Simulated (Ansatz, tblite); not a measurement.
Spin states of Rb₃, each relaxed with B3LYP/def2-TZVP in Ansatz. Electronic energies in the gas phase.

In the def2 sets Rb takes a core potential; there is no spin–orbit coupling. The xTB rows come from tblite. HSE06 is defined as in plane-wave codes, on full-range PBE exchange. Correlated methods freeze no core orbitals; core or outer-core shells of Rb are correlated, in sets that lack core-valence functions. In the quartet geometry the species has come apart into loosely held pieces. The structure comes from a short search, and lower isomers may exist.

Doublet geometry (C2v within 0.1 Å):

Cartesian coordinates in Å:
```
Rb 3.163 0.288 -1.915
Rb -1.941 0.062 3.159
Rb -1.222 -0.350 -1.244
```

Quartet geometry (C2v within 0.1 Å):

```xyz
3

Rb   -1.582    3.997   -1.160
Rb    2.528   -1.876    3.148
Rb   -0.945   -2.120   -1.989
```

⟨S²⟩: doublet 0.81 at PBE0/def2-TZVP (pure 0.75), quartet 3.75 at PBE0/def2-TZVP (pure 3.75).

Run but left out: HF/STO-3G, HF/def2-TZVP, HF/def2-TZVPP, MP2/def2-TZVP, MP2/def2-TZVPP (doublet: ⟨S²⟩ 1.13 to 1.62, where a pure state has 0.75).

Only these spin states were relaxed. The quartet has fallen apart into loose fragments. The quartet has other bonds than the doublet, so the gap mixes isomer and spin.

| level | quartet − doublet (kcal/mol) | lowest of these | remarks |
| --- | --- | --- | --- |
| GFN2-xTB | 49.2 | doublet | – |
| PBE/def2-TZVP | 16.4 | doublet | – |
| PBE0/def2-TZVP | 14.2 | doublet | – |
| ωB97M-V/def2-TZVP | 15.4 | doublet | – |
| RPA@PBE/def2-TZVP | 10.2 | doublet | – |
| CCSD/def2-TZVPP | 10.6 | doublet | spin-contaminated (⟨S²⟩ 1.13) (doublet) |
| CCSD(T)/def2-TZVPP | 11.8 | doublet | spin-contaminated (⟨S²⟩ 1.13) (doublet) |

Q: Estimate the rows for GFN1-xTB, revPBE/def2-TZVP, r2SCAN/def2-TZVP, B97M-V/def2-TZVP, HSE06/def2-TZVP, B2PLYP/def2-TZVP.

A: 
```tsv
level	quartet − doublet (kcal/mol)	lowest of these	remarks
GFN1-xTB	99.9	doublet	–
revPBE/def2-TZVP	15.4	doublet	–
r2SCAN/def2-TZVP	11.3	doublet	spin-contaminated (⟨S²⟩ 0.91) (doublet)
B97M-V/def2-TZVP	16.8	doublet	–
HSE06/def2-TZVP	14.6	doublet	–
B2PLYP/def2-TZVP	12.7	doublet	spin-contaminated (⟨S²⟩ 0.89) (doublet)
```

The xTB methods have no term that favours high spin, so they put low spin too low.
